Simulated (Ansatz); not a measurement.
Born–Oppenheimer molecular dynamics of CH₄AlBS (8 atoms, charge 0, multiplicity 1). It starts from a relaxed structure.

The calculation used Ansatz, RKS PBE0-D4/6-31G.

```
ensemble        : NVT, Langevin thermostat
time step       : 0.5 fs
steps asked     : 150
set temperature : 300 K
friction        : 0.01 /fs
seed            : 482235
```

First frame:

```xyz
8
Properties=species:S:1:pos:R:3
Al -0.409 1.812 -0.915
B 0.299 0.030 -0.159
C 0.812 -1.184 0.342
S 0.020 -2.390 1.449
H 0.532 2.682 -1.887
H -1.890 2.299 -0.517
H 1.815 -1.511 0.072
H -1.179 -1.738 1.616
```

What does the run give?

The run went to its last step.

| Item | Value |
| --- | --- |
| steps done | 150 |
| time covered | 75 fs |
| mean temperature over the second half | 199 K |
| spread of the potential energy over the second half | 5.5 meV per atom |
| mean potential energy of the second half above the start | 27.3 meV per atom |

The mean temperature of the second half is 34 % below the set value. A run of 0.075 ps of so small a system gives no equilibrium averages. Limits of this set-up: no polarisation functions.

What happens to the structure?

The same pairs are bonded in the first frame and the last. Pairs count as bonded within 1.25 times the sum of covalent radii (0.12 Å more for H–H). Another seed would give other details.

How do temperature and energy run in time?


```csv
time (fs),T (K),potential energy less start (eV)
0.0,262,0.000
2.5,242,0.042
5.0,211,0.098
7.5,164,0.130
10.0,174,0.125
12.5,171,0.142
15.0,152,0.164
17.5,92,0.196
20.0,96,0.189
22.5,124,0.168
25.0,220,0.109
27.5,227,0.071
30.0,250,0.066
32.5,247,0.098
35.0,183,0.151
37.5,168,0.194
40.0,173,0.183
42.5,201,0.175
45.0,166,0.196
47.5,145,0.214
50.0,158,0.222
52.5,206,0.192
55.0,200,0.230
57.5,220,0.197
60.0,248,0.165
62.5,278,0.161
65.0,198,0.237
67.5,210,0.275
70.0,225,0.292
72.5,171,0.299
75.0,219,0.280
```

Time of the run: 3.8 min on 1 thread of Intel(R) Xeon(R) Platinum 8375C CPU @ 2.90GHz (Ice Lake), with other jobs on the host, peak memory 0.12 GiB.
